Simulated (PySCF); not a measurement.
SiI: one state, many levels of theory

State: ²Π (doublet), unpaired electrons π ↑. Set-up: Si def2-TZVPPD, I def2-TZVPPD with ECP28; scalar-relativistic core potentials (PySCF 2.14). De refers to Si + I in their high-spin ground configurations, without counterpoise correction. The functionals are run spin-unrestricted. A positive dipole means Si(−)I(+).

```
      Level  Re (Å)  ωe (cm⁻¹)  De (eV)  μ (D)  CPU s a point (SCF and correlation, without the integrals)
        UHF   2.477        349     2.00  -1.28                                                         2.8
    UHF-MP2   2.433        369     3.26    n/a                                                         4.9
UHF-SCS-MP2   2.444        362     3.12    n/a                                                         n/a
   UHF-CCSD   2.447        362     2.95    n/a                                                         n/a
UHF-CCSD(T)   2.449        360     3.12    n/a                                                         250
        PBE   2.461        350     3.50  -0.41                                                         3.4
     PBEsol   2.443        359     3.74  -0.34                                                         1.5
     revPBE   2.471        345     3.31  -0.44                                                         2.5
       PW91   2.461        349     3.52  -0.44                                                         2.5
     r²SCAN   2.448        358     3.37  -0.41                                                         3.5
      B3LYP   2.469        344     3.22  -0.74                                                         4.6
       PBE0   2.442        363     3.34  -0.56                                                         5.2
       MN15   2.430        360     3.17  -0.51                                                         5.5
    ωB97M-V   2.439        363     3.24  -0.84                                                          12
```

The bond length runs from 2.430 Å (MN15) to 2.477 Å (UHF). De spans 2.00 eV (UHF, mean field) to 3.74 eV (PBEsol, GGA). Correlation at CCSD(T) changes the Hartree–Fock bond energy by +1.12 eV; the triples alone change it by +0.17 eV.

Correlated steps freeze 9 core orbitals. These are scalar-relativistic numbers at best; spin–orbit coupling would shift them, the dissociation energy most. The state is the lowest determinant that a PBE0 search found; another state may lie lower at other levels.

The whole job (state search and all levels along the bond) took about 23 min on 2 threads of Arm Neoverse V1 (shared host), peak memory 5.2 GiB.
